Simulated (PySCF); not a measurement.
A structure optimised at PBE-D3(BJ)/def2-SVP, used in a PySCF frequency run:

```xyz
10

C      3.1272    -0.0065    -0.5292
C      2.2034    -0.3218     0.2168
Si     0.7707    -0.7657     1.2677
Si    -1.1860    -0.2507     0.0679
F     -1.2717    -1.2029    -1.2628
Cl    -1.0461     1.7270    -0.5440
H      3.9454     0.2697    -1.1821
H      0.7797     0.0449     2.5347
H      0.8076    -2.2283     1.6160
H     -2.4730    -0.4191     0.8207
```
Charge 0, spin multiplicity 1.

Write its SMILES and formula.

C#C[SiH2][Si@H](F)Cl, C2H4ClFSi2

What are its rotational constants (standard atomic weights)?

2.2263, 1.1633, 1.0009 GHz
